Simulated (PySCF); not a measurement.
# GeBr at PBE0

Level: PBE0. basis Ge cc-pVTZ-PP with ECP10, Br cc-pVTZ-PP with ECP10; scalar-relativistic core potentials; PySCF 2.14.

| Property | Result |
| --- | --- |
| state | ⁴Σ⁻ (quartet), unpaired electrons σ ↑, π ↑↑, a second solution, started from another occupation |
| bond length | 2.381 Å |
| harmonic wavenumber | 211 cm⁻¹ |
| force constant | 1.00 mdyn/Å |
| rotational constant Be | 0.07793 cm⁻¹ |
| anharmonicity ωexe | 2.67 cm⁻¹ |
| vibration–rotation constant αe | 0.000760 cm⁻¹ |
| energy of the minimum from ground-state Ge + Br | -0.373 eV |
| bond order (Mayer) | 0.97 |
| dipole moment (positive dipole means Ge(−)Br(+)) | -0.11 D |

Spin–orbit coupling is left out. Counting both spins, an empty level lies below a filled one in this solution, because spin and occupation are held.
